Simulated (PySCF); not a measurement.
C₂H₈O₂Si, SMILES C[Si@H](O)CO.

Geometry: B3LYP-D3(BJ)/def2-SVP. The structure was generated by enumeration; whether it is a known compound was not checked. The values are those of a single conformer.

The numbers are results of SMD-PBE0/def2-SVP run with PySCF, not measurements.

Solvation free energies are E(SMD) − E(gas) at the gas-phase geometry, for 1 M in both phases. In vacuum the dipole moment is 2.70 D.

Rank water, N,N-dimethylformamide, 2-propanol by solvation free energy, most negative first.

2-propanol (-7.6 kcal/mol), water (-6.3 kcal/mol), N,N-dimethylformamide (-5.3 kcal/mol)
